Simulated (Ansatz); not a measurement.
Relaxation of C3H8OSi (13 atoms, charge 0, multiplicity 1), to a largest force component of 0.015 eV/Å in at most 40 steps.

These are results of RKS PBE0-D4/6-31G (Ansatz 0.2.0), not measurements.

```xyz
13
Properties=species:S:1:pos:R:3:forces:R:3
C -1.812 -0.318 0.018 -1.55 3.39 -1.40
Si -0.284 -0.857 0.779 -1.09 -0.90 3.76
C 1.201 -0.778 -0.141 5.79 -0.50 -0.04
C 1.298 0.690 -0.023 -3.16 -0.27 -1.34
O 0.547 1.386 -1.095 1.81 0.14 1.45
H -1.994 0.822 0.133 0.30 -1.39 -0.10
H -1.854 -0.488 -1.062 -0.04 -0.35 -0.01
H -2.684 -0.752 0.456 -0.68 -0.61 0.36
H -0.193 -0.539 2.273 0.04 -0.11 -0.50
H 2.089 -1.272 0.366 -1.11 0.33 -0.42
H 1.190 -1.176 -1.123 -0.10 -0.12 -1.18
H 1.420 1.185 0.945 0.33 0.35 -0.48
H -0.348 1.031 -1.170 -0.53 0.03 -0.12
```

Question: Where does it end, and by what steps?

Answer: The run converged. Limits of this set-up: no polarisation functions. After 19 steps the energy has fallen by 2.127 eV; H13 moved furthest, 1.23 Å. Joined: Si2–C4.

```tsv
step	energy less start (eV)	largest force component (eV/Å)	accepted
0	0.0000	5.786	yes
1	-0.9382	2.955	yes
2	-1.3400	1.388	yes
3	-1.5720	1.104	yes
4	-1.7788	1.280	yes
5	-1.9198	0.918	yes
6	-1.9974	0.471	yes
7	-2.0504	0.412	yes
8	-2.0604	0.981	yes
9	-2.0890	0.222	yes
10	-2.0933	0.218	yes
11	-2.1060	0.178	yes
12	-2.1149	0.126	yes
13	-2.1201	0.300	yes
14	-2.1235	0.171	yes
15	-2.1259	0.056	yes
16	-2.1262	0.057	yes
17	-2.1266	0.024	yes
18	-2.1266	0.023	yes
19	-2.1267	0.006	yes
```

```xyz
13
Properties=species:S:1:pos:R:3
C -2.021 -0.428 0.032
Si -0.343 -0.325 0.913
C 1.199 -0.898 -0.049
C 1.064 0.618 -0.001
O 0.797 1.183 -1.289
H -2.748 0.252 0.484
H -1.871 -0.140 -1.014
H -2.427 -1.443 0.060
H -0.317 -0.405 2.408
H 2.047 -1.340 0.466
H 1.020 -1.325 -1.034
H 1.829 1.146 0.570
H 0.347 2.041 -1.187
```

Time of the run: 76 s on 1 thread of AMD EPYC 7R13 Processor (Zen 3), with other jobs on the host, peak memory 0.16 GiB.
